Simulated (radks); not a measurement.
Species: Ho50+. Configuration: [Ne] 3s2 3p5. All-electron calculation, scalar-relativistic Kohn-Sham, PBE, spin-polarised, spherical densities, point nucleus; open shells are filled with parallel spins first (spin-orbit coupling, left out, can overturn this in heavy ions). Program: a radial shooting solver on a logarithmic mesh with Libxc functionals. Some entries of the table are withheld. Estimate them.

| orbital | occ. | eigenvalue (eV) | <1/r> (bohr^-1) |
|---|---|---|---|
| 1s up | 1 | -58936.91 | 76.08 |
| 1s down | 1 | -58933.77 | 76.08 |
| 2s up | 1 | -12611.02 | 17.88 |
| 2s down | 1 | -12608.94 | 17.88 |
| 2p up | 3 | -11575.78 | 16.53 |
| 2p down | 3 | -11572.67 | 16.53 |
| 3s up | 1 | -4916.652 | 7.163 |
| 3s down | 1 | -4908.217 | 7.159 |
| 3p up | 3 | -4603.534 | 6.754 |
| 3p down | 2 | -4595.042 | 6.751 |
| 3d up | 0 | -4287.755 | 6.426 |
| 3d down | 0 | -4280.666 | 6.429 |
| 4s up | 0 | (1) | (2) |
| 4s down | 0 | (3) | (4) |
| 4p up | 0 | -2448.710 | 3.597 |
| 4p down | 0 | -2445.756 | 3.595 |

Answer. 
(1) 4s up eigenvalue (eV): -2575.926
(2) 4s up <1/r> (bohr^-1): 3.764
(3) 4s down eigenvalue (eV): -2572.921
(4) 4s down <1/r> (bohr^-1): 3.762
